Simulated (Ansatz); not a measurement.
`CO[SiH](F)S` + F• → `CO[Si](F)S`• + H–F  (hydrogen abstraction from the Si–H bond)

Program: Ansatz. Geometries: PBE0-D4/def2-TZVP. ΔE: electronic, gas phase. CCSD(T)/CBS is the MP2 limit (def2-TZVPP, def2-QZVPP) plus CCSD(T) − MP2 in def2-TZVPP, frozen cores. This one scheme is used for every species, atoms too. DFT in def2-TZVPP. B3LYP here is the variant with VWN-RPA as its local correlation; programs differ in this. No spin–orbit coupling; open shells (•) take unrestricted orbitals. Spin–orbit coupling would lower the free atoms: a little for F. One conformer a species, not always the lowest.

`CO[SiH](F)S`:

```xyz
10

C     0.609    1.492   -0.307
O    -0.039    0.268   -0.599
Si   -0.551   -0.789    0.522
F     0.667   -1.081    1.513
S    -1.210   -2.536   -0.458
H     0.844    1.980   -1.253
H    -0.040    2.154    0.276
H     1.537    1.326    0.247
H    -1.652   -0.275    1.362
H    -0.164   -2.539   -1.303
```

`CO[Si](F)S`•:

Cartesian coordinates in Å:
```
C -0.286 1.457 -0.424
O -0.788 0.142 -0.556
Si 0.049 -1.237 -0.340
F -1.031 -2.390 -0.559
S 0.818 -1.231 1.661
H 0.210 1.771 -1.346
H -1.132 2.119 -0.237
H 0.420 1.540 0.408
H 1.741 -2.169 1.392
```

H–F:

Z-matrix (Å, degrees):
```
F
H 1 0.920
```

| level | ΔE (kJ/mol) | difference from CCSD(T)/CBS |
| --- | --- | --- |
| PBE-D4 | -209.7 | -31.2 |
| PBE0-D4 | -178.9 | -0.4 |
| B3LYP-D4 | -177.0 | 1.5 |
| ωB97X-V | -162.2 | 16.3 |
| ωB97M-V | -164.4 | 14.1 |
| PBE | -209.9 | -31.4 |
| B3LYP | -177.2 | 1.3 |
| MP2/def2-TZVPP | -192.6 | -14.1 |
| SCS-MP2/def2-TZVPP | -169.6 | 8.9 |
| CCSD/def2-TZVPP | -156.2 | 22.3 |
| CCSD(T)/def2-TZVPP | -164.8 | 13.7 |
| HF/def2-QZVPP | -69.4 | 109.1 |
| MP2/def2-QZVPP | -201.3 | -22.8 |
| HF/CBS(def2) | -69.8 | 108.7 |
| MP2/CBS(def2) | -206.3 | -27.8 |
| CCSD/CBS(def2) | -169.9 | 8.6 |
| CCSD(T)/CBS | -178.5 | 0 |

Largest T1 diagnostic among the species: 0.014.

In def2-TZVPP, CCSD(T) changes the Hartree–Fock value by −97.8 kJ/mol (the triples alone add −8.6 kJ/mol) and MP2 by −125.6 kJ/mol. From PBE to PBE0 (25 % exact exchange), in def2-TZVPP and without D4, ΔE moves by +30.9 kJ/mol.

CCSD(T)/CBS has its own doubt, a few kJ/mol and more with outer-core shells, so smaller differences from it don't rank the levels.
